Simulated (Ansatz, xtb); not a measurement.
**A geometry optimisation of AgH4SiSn with r2SCAN-D4/def2-SVP**

The starting geometry of this gas-phase doublet was built from a drawn formula by distance geometry and a force field; its bonds are those of `[Ag][SiH2][SnH2]`.

```xyz
7

Ag   -2.1558    2.5426    2.4964
Si   -0.5345    0.5435    1.2294
Sn    1.2526    1.4479   -0.3027
H    -1.4942   -0.3146    0.4312
H     0.0768   -0.2224    2.2608
H     0.4271    2.3856   -1.6250
H     2.1516    0.1576   -1.0126
```

Problem. Predict what becomes of its bonds when it is optimised with r2SCAN-D4/def2-SVP.

Solution. It keeps its bonds, and is `[Ag][SiH2][SnH2]`. Distances that change by over a tenth: Ag1–Si2 (2.87 → 2.37 Å).

The energy falls by 0.83 eV over 27 steps:

```csv
step,E − E(last) (eV)
1,0.830
4,0.124
7,0.120
10,0.117
13,0.113
15,0.108
18,0.077
21,0.011
24,0.000
27,0.000
```

Final geometry (Å):

```tsv
atom	x (Å)	y (Å)	z (Å)
Ag	-2.3660	1.9457	0.9980
Si	-0.5388	0.4724	1.3472
Sn	1.2297	0.9873	-0.4391
H	-0.9572	-0.9623	1.2350
H	0.0613	0.6514	2.7089
H	1.7296	2.6436	-0.3435
H	0.5650	0.8022	-2.0290
```

From the same start GFN2-xTB ends elsewhere, differing in Ag1–Sn3 (2.76 against 3.99 Å here), Si2–Sn3 (3.65 against 2.57 Å here).

The end wasn't checked by frequencies. Open shells are spin-unrestricted. Atoms past krypton carry core potentials, without spin–orbit terms. Run with Ansatz 0.2.0, 2.5 min on 2 threads of Intel(R) Xeon(R) Processor @ 2.70GHz (shared host).
